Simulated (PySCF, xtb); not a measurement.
Cl3Ga, SMILES [Cl][Ga-]([Cl])[Cl], charge -1, multiplicity 2.

Harmonic wavenumbers (cm⁻¹) from xtb with GFN2-xTB at its own minimum, in rising order: 77, 77, 91, 242, 242, 252.

### Question
What does PBE-D3(BJ)/def2-SVPD in PySCF give at its own minimum? (An estimate is asked for; the answer gives what the named calculation found.)

### Answer
93, 93, 119, 280, 301, 301. Paired by order, the mean absolute difference is 34 cm⁻¹ and the zero-point energies are 1.4 and 1.7 kcal/mol.
